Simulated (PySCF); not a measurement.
H2O3P, SMILES O=[P](O)O, multiplicity 2.

Coordinates come from a PBE-D3(BJ)/def2-SVP optimisation. The isomer is the one that the SMILES or the coordinates give; other isomers of the formula were not compared. One conformer was computed; it need not be the lowest.

Computed with B3LYP/def2-TZVPD (PySCF).

Gas-phase values at a fixed geometry.

Question: Estimate the frontier levels, dipole moment and polarisability. (An estimate is asked for; the answer gives what the named calculation found.)

Answer: 
| Item | Value |
|---|---|
| α spin, highest occupied and lowest empty level | -7.25 and -0.63 eV |
| β spin, highest occupied and lowest empty level | -8.99 and -4.06 eV |
| dipole moment | 3.66 D |
| quadrupole, principal values (traceless, Buckingham form, about the centre of nuclear charge) | -5.04, -0.86, 5.90 D·Å |
| mean static polarisability | 39.4 bohr³ (5.83 Å³) |
| polarisability, principal values | 32.6, 40.9, 44.5 bohr³ |
| ⟨S²⟩ | 0.754 (pure state 0.75) |
